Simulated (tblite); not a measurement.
A tight-binding relaxation on `CCOC[Si@@H](Br)O[SiH3]`.

Computed with GFN2-xTB geometry optimisation, gas phase (tblite 0.8.0). Start geometry: from a force field or distance geometry. The command runs a driver script over a list of jobs; the input below is this job's line of settings and its coordinates in Å.

Command:
```bash
OMP_NUM_THREADS=1 python probes_run.py task.json out
```

Input:
```
{"job": {"kind": "relax", "xc": "GFN2-xTB", "basis": "xTB"}, "charge": 0, "multiplicity": 1}
C      1.754500     1.748700    -1.501800
C      1.854700     0.497500    -0.674100
O      0.553600    -0.005000    -0.412300
C      0.563100    -1.193300     0.370100
Si    -1.125800    -1.929000     0.821700
Br    -0.800700    -3.710100     2.097600
O     -2.107000    -0.877700     1.641000
Si    -2.624800     0.686300     1.498600
H      1.154500     2.504700    -0.978900
H      1.232500     1.539700    -2.442800
H      2.731000     2.165800    -1.718200
H      2.351100     0.717600     0.287500
H      2.437400    -0.260800    -1.192700
H      1.137800    -1.965400    -0.165900
H      1.085900    -0.976400     1.318400
H     -1.830800    -2.378400    -0.401300
H     -3.196300     0.896000     0.143700
H     -1.498500     1.602100     1.730000
H     -3.682000     0.946900     2.513200
```

Output:
```
step      E/eV     max force
  0    -757.95136    1.328
  1    -758.01270    0.627
  2    -758.04634    0.558
  3    -758.07443    0.474
  4    -758.10246    0.409
  5    -758.12166    0.361
  6    -758.13715    0.311
  7    -758.14815    0.265
  8    -758.15455    0.227
  9    -758.15853    0.161
... (168 lines left out)
178    -758.25141    0.028
179    -758.25148    0.026
180    -758.25154    0.016
181    -758.25157    0.015
182    -758.25160    0.014
183    -758.25163    0.014
184    -758.25167    0.017
185    -758.25170    0.022
186    -758.25174    0.016
187    -758.25176    0.010
```

«max force» is the largest atomic force in eV/Å.

Problem. From which step on does the largest force stay under 0.1 eV/Å, and how much energy is left to gain from there?

Solution. From step 31 (0.058 eV/Å), 36.3 meV above the end.

Main results: energy lowered by 6.9 kcal/mol over 187 steps; largest atomic force 0.010 eV/Å at the end.

Problem. Where do the atoms end?

Solution. 0.512 Å rms from the input after alignment:
```
atom  x, y, z in Å
C1     1.2963    1.7964   -1.3264
C2     1.6362    0.5242   -0.5696
O3     0.4405   -0.1669   -0.2812
C4     0.6351   -1.3766    0.4172
Si5   -1.1203   -2.0259    0.7221
Br6   -1.0681   -3.4023    2.4376
O7    -2.0579   -0.8039    1.1603
Si8   -2.1132    0.8360    1.2103
H9     0.6492    2.4256   -0.7209
H10    0.7769    1.5496   -2.2486
H11    2.2062    2.3401   -1.5647
H12    2.1627    0.7601    0.3686
H13    2.2960   -0.1192   -1.1732
H14    1.2474   -2.0708   -0.1758
H15    1.1826   -1.1940    1.3551
H16   -1.7285   -2.7126   -0.4001
H17   -2.0660    1.3185   -0.1626
H18   -0.9861    1.2982    2.0153
H19   -3.3988    1.0328    1.8702
```

Problem. Estimate the wall time. Hardware: one thread, Arm Neoverse V1 (aarch64), shared host.

Solution. About 1.9 s.
Labels such as C1 count atoms from 1, the log's own numbers from 0.
